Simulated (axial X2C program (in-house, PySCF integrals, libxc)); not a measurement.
# How long does LiZn⁻ take?

A bond scan computed with an in-house relativistic program for diatomic molecules. Basis: Zn dyall-acv3z [10s11p7d4f2g], Li dyall-av3z [9s9p3d] (cores contracted in-house).

The run was started with this input:
```json
{
 "zs": [
  30,
  3
 ],
 "q": -1,
 "bas": [
  "dyall-acv3z",
  "dyall-av3z"
 ],
 "levels": [
  "PBE0",
  "HF",
  "TPSSh"
 ],
 "cc": true,
 "r0": 2.51,
 "thr": -2.0,
 "nmax": 90,
 "npts": 10,
 "nst": 2,
 "ntry": 6
}
```
```bash
python so2c.py task.json out
```

Keys: zs atomic numbers; q charge; bas basis sets; levels methods; cc coupled cluster on or off; r0 starting distance in Å; thr threshold in hartree for freezing inner shells (an s shell follows its p shell); nmax most natural virtual spinors; npts points on the curve; nst determinants followed; ntry starts of the search. HF also brings MP2.

Hardware: 1 thread of Arm Neoverse N1, on a shared host.

Wall time of one point of each curve, integrals apart:

```csv
Hamiltonian,level,points,seconds a point
spin-free,PBE0,10,0.44
spin-free,HF,10,0.21
spin-free,"CCSD(T) (14 electrons, 90 virtuals)",7,11
spin-free,TPSSh,10,0.82
2c,PBE0,10,0.51
2c,HF,10,0.3
2c,"CCSD(T) (14 electrons, 90 virtuals)",7,11
2c,TPSSh,10,0.92
```

The rest:

Search with its distance optimisation 31 s, atoms 54 s, whole task 290 s. Coupled cluster runs on the points near the minimum only. The program drops outer points, and coupled cluster, when its time limit (not in the input) nears; MP2, further determinants and curves that did not converge are not in the table.
